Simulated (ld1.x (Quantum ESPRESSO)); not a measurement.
iron: variants of one TM potential

Base potential:

ld1.x (Quantum ESPRESSO) 7.5 input, shortened:

```
&input
   title='Fe', zed=26., rel=2, dft='PZ', iswitch=3,
   config='[Ar] 3d6 4s2 4p0', rel_dist='average'
 /
 &inputp
   pseudotype=2, tm=.true., lloc=2,
   nlcc=.false.
 /
3
3S  1  0   2.00   0.00  1.05  1.05  0.0
3P  2  1   6.00   0.00  1.30  1.30  0.0
3D  3  2   6.00   0.00  1.50  1.50  0.0
 &test
   configts(1)='3s2 3p6 3d6 4s2 4p0'
 /
```

Open shells are filled in proportion to 2j + 1 (rel_dist='average').

Occupied shells without a wave of their own: 4s. They enter only through the test configuration that unscreens the potential.

Cutoffs, loose and tight: the cutoffs (Ry, on a coarse ladder) from which the occupation-weighted sum of valence levels, in a spherical-Bessel basis at the reference potential, stays within 10 and 1 mRy of its value at 400 Ry. They do not see the model core or the augmentation charge, which bear on the density cutoff. Test errors are all-electron minus pseudo excitation energies from the reference, over the configurations 3s2 3p6 3d6 4s1 4p0; 3s2 3p6 3d6 4s0 4p0; 3s2 3p6 3d5 4s0 4p0; 3s2 3p6 3d6 4s1.5 4p0; 3s2 3p6 3d6 4s1 4p1; 3s2 3p6 3d5 4s2 4p1; 3s2 3p6 3d5 4s2 4p0. A dash means not determined; rows that change the core or the reference have their own tests.

On the changes marked as counting shells twice: ld1.x takes every shell without a wave as core, so the model core holds the marked electrons as well and exchange and correlation see them twice. This cancels in the reference configuration, but the file is broken for other ones, and its errors say nothing about a proper core correction.

```tsv
change	outcome	cutoff, loose	cutoff, tight	bound ghosts	largest test error (meV)
base	generated	140 Ry	230 Ry	none	-134
core correction a·sin(br)/r model core inside 0.42 bohr (4s counted twice)	generated	140 Ry	230 Ry	none	-1200
core correction a·sin(br)/r model core inside 0.54 bohr (4s counted twice)	generated	140 Ry	230 Ry	none	-1199
core correction a·sin(br)/r model core inside 0.64 bohr (4s counted twice)	generated	140 Ry	230 Ry	none	-1197
core correction a·sin(br)/r model core inside 0.72 bohr (4s counted twice)	generated	140 Ry	230 Ry	none	-1196
core correction a·sin(br)/r model core inside 0.82 bohr (4s counted twice)	generated	140 Ry	230 Ry	none	-1195
core correction a·sin(br)/r model core inside 0.92 bohr (4s counted twice)	generated	140 Ry	230 Ry	none	-1195
core correction full core density, not smoothed (it rises at the typed radius of 1.06 bohr, so ld1.x skipped the fit) (4s counted twice)	generated	140 Ry	230 Ry	none	-1201
core correction full core density, not smoothed (it rises at the typed radius of 1.18 bohr, so ld1.x skipped the fit) (4s counted twice)	generated	140 Ry	230 Ry	none	-1201
core correction full core density, not smoothed (it rises at the typed radius of 1.28 bohr, so ld1.x skipped the fit) (4s counted twice)	generated	140 Ry	230 Ry	none	-1201
```
